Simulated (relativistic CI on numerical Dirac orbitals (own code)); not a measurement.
# Kr V: calculation against measurement

Method of calculation: Dirac-Coulomb-Breit CI, orbitals from a KLI potential per configuration, model QED, valence Slater integrals scaled by 0.85, configuration energies shifted to the measured levels that pair with them (semi-empirical) (own radial code, finite nucleus).

CI space (outside the closed core [Ar] 3d10): 4s2.4p2, 4s.4p3, 4s2.4p.4d, 4s2.4p.5s, 4s2.4p.5p, 4p4, 4s2.4d2, 4s.4p2.4d, 4s2.4p.4f, 4s.4p2.4f, 4p2.4d2, 4s2.4f2, 4s2.4p.5d, 4s2.4p.6s, 4p3.4d, 4s2.4p.6p, 4s.4p2.5s, 4s2.4p.5f, 4s2.4p.5g, 4s.4p.4d2, 4s2.4p.6d, 4s2.4d.4f, 4s.4p2.5p, 4s2.4p.6f, 4p2.4f2, 4s2.4d.5s, 4s.4p2.5d, 4s.4p.5s.5p, 4p3.4f, 4s.4p.4d.4f. Levels of other configurations are missing.

| Configuration | Term (tabulated) | J | Measured (cm⁻¹) | Computed | Error | Purity (%) |
| --- | --- | --- | --- | --- | --- | --- |
| 4s2.4p2 | 3P | 0 | 0.0 | 0 | 0 | 94 |
| 4s2.4p2 | 3P | 1 | 3742.9 | 3655 | -88 | 98 |
| 4s2.4p2 | 3P | 2 | 7595.3 | 7425 | -171 | 89 |
| 4s2.4p2 | 1D | 2 | 19722.9 | 19339 | -384 | 89 |
| 4s2.4p2 | 1S | 0 | 39203.9 | 38357 | -847 | 94 |
| 4s.4p3 | 3D° | 1 | 129658.2 | 129672 | 14 | 86 |
| 4s.4p3 | 3D° | 2 | 129779.3 | 129779 | -1 | 85 |
| 4s.4p3 | 3D° | 3 | 131016.4 | 131036 | 19 | 90 |
| 4s.4p3 | 3P° | 0 | 147925.3 | 146666 | -1259 | 90 |
| 4s.4p3 | 3P° | 1 | 148286.8 | 147051 | -1236 | 87 |
| 4s.4p3 | 3P° | 2 | 148668.4 | 147500 | -1168 | 81 |
| 4s.4p3 | 1D° | 2 | 163387.2 | 163834 | 447 | 57 |
| 4s.4p3 | 3S° | 1 | 185063.5 | 185485 | 421 | 73 |
| 4s2.4p.4d | 3F° | 2 | 190279.0 | 190780 | 501 | 96 |
| 4s2.4p.4d | 3F° | 3 | 192949.0 | 193370 | 421 | 96 |
| 4s.4p3 | 1P° | 1 | 194041.1 | 193950 | -91 | 64 |
| 4s2.4p.4d | 3P° | 2 | 211336.6 | 211144 | -192 | 56 |
| 4s2.4p.4d | 3P° | 0 | 216420.3 | 216679 | 259 | 88 |
| 4s2.4p.4d | 3D° | 3 | 219381.6 | 219493 | 111 | 86 |
| 4s2.4p.4d | 3D° | 2 | 219823.3 | 219713 | -110 | 63 |
| 4s2.4p.4d | 1F° | 3 | 234120.9 | 233940 | -181 | 93 |
| 4s2.4p.4d | 1P° | 1 | 237720.6 | 236641 | -1080 | 63 |
| 4s2.4p.5s | 3P° | 1 | 240926.0 | 240555 | -371 | 79 |
| 4s2.4p.5s | 3P° | 2 | 246798.0 | 246798 | 0 | 99 |
| 4s2.4p.5s | 1P° | 1 | 250993.0 | 251311 | 318 | 79 |
| 4s2.4p.5p | 3D | 2 | 283677.0 | 283847 | 170 | 83 |
| 4s2.4p.5p | 3P | 1 | 288683.0 | 288635 | -48 | 60 |
| 4s2.4p.5p | 3D | 3 | 289998.0 | 290046 | 48 | 98 |
| 4s2.4p.5p | 3S | 1 | 293705.0 | 293634 | -71 | 63 |
| 4s2.4p.5p | 1D | 2 | 296600.0 | 296781 | 181 | 82 |
| 4s2.4p.5p | 1S | 0 | 307667.0 | 305666 | -2001 | 92 |

Measured levels from Saloman, J. Phys. Chem. Ref. Data 36, 215 (2007); pairs were made by configuration, J and term (by order where the table uses no LS term), so strongly mixed levels may be paired wrongly.

Mean error by configuration (cm⁻¹): 4s2.4p2 -373; 4s.4p3 -317; 4s2.4p.4d -34; 4s2.4p.5s -18; 4s2.4p.5p -287. Over the excited levels the mean absolute error is 407 cm⁻¹ (30 of the 41 excited levels that our extract of the source holds in range could be paired, and the others can miss by more), and the median relative error of those above 1,000 cm⁻¹ is 0.12 %, both after the shifts were fitted to these levels, so that a configuration with one level shows no error.

Configurations whose levels could be paired with our table of measured levels were shifted onto them, all but the ground configuration, by the median error of their levels; single terms can still be off by 1,000 to 2,000 cm⁻¹ or more, and rates follow the energies as ν³ (E1, M1) or ν⁵ (E2). The others borrow a shift and can be off by several thousand cm⁻¹ or more. 30 of the 41 excited levels that our extract of the measured tables holds in this range could be paired (the sources list more); they are missed by 407 cm⁻¹ on average and 2001 at most, after the shifts were fitted to these levels, and levels without a partner can miss by more.

Shifts applied (cm⁻¹): 4s2.4p2 0; 4s.4p3 -551; 4s2.4p.4d -2410; 4s2.4p.5s -10196; 4s2.4p.5p -9897.
